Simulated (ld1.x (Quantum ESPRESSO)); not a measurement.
**An all-electron radial function and its pseudo partner (Tl)**

Columns: radius, all-electron u(r) and pseudo u(r) of the 6p shell (level -5.17 eV) of thallium in the configuration [Xe] 4f14 5d10 6s2 6p0.5; PW91, scalar-relativistic, TM scheme, ld1.x (Quantum ESPRESSO) 7.5.

| r (bohr) | all-electron | pseudo |
| --- | --- | --- |
| 0.152 | -0.0922 | 0.0029 |
| 0.305 | 0.1499 | 0.0115 |
| 0.458 | 0.0350 | 0.0261 |
| 0.610 | -0.1607 | 0.0466 |
| 0.762 | -0.2458 | 0.0732 |
| 0.915 | -0.2186 | 0.1065 |
| 1.068 | -0.1245 | 0.1462 |
| 1.220 | -0.0048 | 0.1917 |
| 1.372 | 0.1166 | 0.2426 |
| 1.525 | 0.2279 | 0.2977 |
| 1.678 | 0.3232 | 0.3546 |
| 1.830 | 0.4008 | 0.4099 |
| 1.982 | 0.4621 | 0.4608 |
| 2.135 | 0.5090 | 0.5049 |
| 2.288 | 0.5428 | 0.5395 |
| 2.440 | 0.5653 | 0.5636 |
| 2.592 | 0.5785 | 0.5779 |
| 2.745 | 0.5839 | 0.5838 |
| 2.898 | 0.5828 | 0.5828 |
| 3.050 | 0.5764 | 0.5764 |
| 3.202 | 0.5659 | 0.5659 |
| 3.355 | 0.5521 | 0.5521 |
| 3.508 | 0.5357 | 0.5357 |
| 3.660 | 0.5176 | 0.5176 |
| 3.812 | 0.4982 | 0.4982 |
| 3.965 | 0.4779 | 0.4779 |

How many radial nodes do the two functions have?

The all-electron 6p function has n − l − 1 = 4 (the table is too coarse to show those close to the nucleus); the pseudo-wave has 0, since the states of the same l below it are removed with the core.

At about which radius was the pseudo-wave matched?

3.05 bohr. The columns agree to 0.0005 from 2.75 bohr on; several derivatives are matched, so the curves merge somewhat inside the radius.

Where does each function peak?

Outermost all-electron maximum near 2.75 bohr, pseudo maximum near 2.75 bohr (to the table’s step).

Is the pseudo-wave norm-conserving?

Yes: the TM scheme keeps the norm inside the radius equal to the all-electron one, which fixes the energy derivative of the logarithmic derivative at the level.
